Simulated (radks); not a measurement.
Q: I5+, 48 electrons, occupied as [Kr] 4d10 5s2. Method: Dirac Kohn-Sham, LDA (Slater exchange, Perdew-Wang correlation), spin-unpolarised, spherical densities, finite nucleus; Fermi nuclear charge, rms radius 4.75 fm; computed with a radial shooting solver on a logarithmic mesh with Libxc functionals.

Spin-orbit splittings of the eigenvalues, e(l+1/2) - e(l-1/2), with zeta = 2 splitting/(2l+1) and mean radii in bohr:

shell  occ.  splitting (eV)  zeta (eV)  <r> j=l-1/2  <r> j=l+1/2
2p        6           298.4      198.9      0.09850       0.1042
3p        6               ?          ?       0.3043       0.3159
3d       10           11.82      4.728       0.2866       0.2902
4p        6           11.10      7.402       0.7705       0.7987
4d       10           1.764     0.7057       0.9026       0.9132
5p        0           1.838      1.226        1.912        1.968

Estimate the 3p splitting.

A: 56.14 eV (zeta = 37.42 eV).
